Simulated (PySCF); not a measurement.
Compound: Ta(NMe)Br3, CH3Br3NTa (singlet state).
Cartesian coordinates in Å at the PBE0-D3(BJ)/def2-SVP level; atoms count from 1:
```
atom  x, y, z in Å
Ta1    0.1346   -0.2103   -1.4836
N2     0.0344    0.0406    0.2421
C3    -0.0917    0.2150    1.6412
H4     0.2488    1.2189    1.9447
H5    -1.1429    0.0993    1.9552
H6     0.5114   -0.5318    2.1841
Br7    2.5111   -0.3290   -2.0850
Br8   -0.9654    1.7027   -2.5320
Br9   -1.1075   -2.2748   -1.8924
```

Method: TDDFT B3LYP/def2-SVPD, vertical, gas phase, core orbitals frozen in the response, def2 core potentials past Kr (PySCF 2.14.0, density-fitted response routines). Spin–orbit coupling is left out.

Kohn–Sham orbitals with the atoms that hold most of them (Löwdin shares over 4%, at most four atoms; ? is withheld):

| orbital | ε (eV) | atoms |
| --- | --- | --- |
| LUMO+2 | -1.36 | Ta1 50%, Br9 12%, Br7 12%, Br8 12% |
| LUMO+1 | -2.63 | Ta1 63%, Br7 16%, Br8 9%, Br9 8% |
| LUMO | ? | ? |
| HOMO | -7.69 | N2 35%, Br9 25%, Br7 14%, Ta1 11% |
| HOMO-1 | -7.70 | N2 35%, Br8 25%, Br7 13%, Ta1 11% |
| HOMO-2 | -8.42 | Br7 34%, Br8 34%, Br9 31% |
| HOMO-3 | -8.91 | Br7 32%, Br9 30%, Br8 18%, Ta1 11% |

Problem. Which atoms hold the LUMO, and with what shares?

Solution. Ta1 (bonded to 3 Br and N) 64%; Br9 (bonded to Ta) 14%; Br8 (bonded to Ta) 14%; Br7 (bonded to Ta) 6%. By element: tantalum 64%, bromine 33%.

Problem. What is the LUMO energy, and the HOMO–LUMO gap?

Solution. ε(LUMO) = -2.68 eV; the gap is 5.01 eV (0.1842 hartree).

Problem. The HOMO–LUMO gap is 5.01 eV. Where does the response calculation put the lowest singlet, and from which orbitals?

Solution. S1 is at 3.80 eV (f = 0.0001), 1.21 eV below the gap, made of HOMO→LUMO (37%), HOMO-1→LUMO (29%), HOMO→LUMO+1 (18%). 

Problem. Give energy, strength and leading configuration of S5 and S6, and follow the Löwdin shares of the leading atoms from the occupied to the empty orbital.

Solution. 
- S5 (4.87 eV, f 0.024), HOMO-2→LUMO (83%): Br7 34% → 6%, Br8 34% → 14%, Ta1 at most 2% → 64%, Br9 31% → 14%; the Löwdin share of tantalum is at most 2% in HOMO-2 and 64% in LUMO (ligand-to-metal charge transfer by this measure)
- S6 (4.91 eV, f 0.023), HOMO-2→LUMO+1 (81%): Br7 34% → 16%, Br8 34% → 9%, Ta1 at most 2% → 63%; the Löwdin share of tantalum is at most 2% in HOMO-2 and 63% in LUMO+1 (ligand-to-metal charge transfer by this measure)

Orbitals of the list HOMO-3 to LUMO+2 that lie within 0.01 eV of each other are written together with a slash and their weights summed (≥ marks a lower bound); for degenerate orbitals outside that list single weights are arbitrary.
